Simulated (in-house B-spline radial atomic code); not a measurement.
A run on As⁺ (an excited or competing configuration) that did not converge. Method: scalar-relativistic (X2C) B97-1, spin-polarised, spherical fractional occupations, exact exchange averaged over the configuration, Fermi nucleus of rms radius 4.0968 fm; computed with a B-spline radial code for spherical atoms.

Command:
```bash
python run_scf.py task.json out
```
Settings (nuclear radius in fm, mass in u):
```
Z                33
configuration    [Ar] 3d10 4s1 4p2 5s1
hamiltonian      x2c
method           b97_1
spin_polarised   True
nucleus          fermi
rms_radius       4.0968
atomic_mass      74.92159
speed_of_light   137.035999084
exact_exchange   averaged over the configuration
```

First and last ten iterations of the last attempt (damped for 15 steps, keeping 80 % of the old Fock matrix, then DIIS):
```
 iter        energy (Eh)    residual
    1       -2258.794507    3.85e-01
    2       -2259.255341    1.29e-01
    3       -2259.496965    7.27e-02
    4       -2259.583430    4.10e-02
    5       -2259.613510    2.68e-02
    6       -2259.623908    1.87e-02
    7       -2259.627564    1.33e-02
    8       -2259.628910    9.63e-03
    9       -2259.629446    7.18e-03
   10       -2259.629684    5.43e-03
  111       -2259.629988    4.46e-07
  112       -2259.629988    5.52e-07
  113       -2259.629988    4.96e-07
  114       -2259.629988    5.03e-07
  115       -2259.629988    5.16e-07
  116       -2259.629988    5.13e-07
  117       -2259.629988    4.97e-07
  118       -2259.629988    4.88e-07
  119       -2259.629988    5.48e-07
  120       -2259.629988    1.29e-06
 not converged after 120 iterations
```

The smallest residual met was 3.7e-07; the threshold is about 3e-07. Over the last five steps the energy moves by less than 1e-08 hartree, but the orbitals didn't meet the threshold. Run time, properties included: 6.2 s on 1 thread of Intel(R) Xeon(R) 6975P-C, with other jobs on the host.
